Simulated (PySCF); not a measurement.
Converging BeF⁺ in the basis (PBE0)

PySCF, UKS reference; singlet, unpaired electrons none; De to Be⁺ + F without counterpoise correction.

```csv
basis,relativity,functions,Re (Å),ωe (cm⁻¹),De (eV),μ (D)
cc-pVDZ,no relativity,28,1.364,1377,5.54,-7.92
jorge-DZP-DKH,spin-free X2C,30,1.377,1313,5.11,-8.10
cc-pVTZ,no relativity,60,1.315,1464,5.97,-7.55
```

Task: How does each smaller set differ from the one with most functions, cc-pVTZ?

Result: cc-pVDZ: +4.9 pm, -5.9 % in ωe, -0.43 eV in De; jorge-DZP-DKH: +6.2 pm, -10.3 % in ωe, -0.86 eV in De. All at PBE0; the set with most functions is neither the basis-set limit nor always the best. The rows treat relativity differently, so the differences are not basis effects alone.

A positive dipole points towards F; it is taken about the centre of mass and depends on that origin. For an ion De counts to the pair picked by the measured ionisation energies or electron affinities, which need not be the lowest pair at this level.
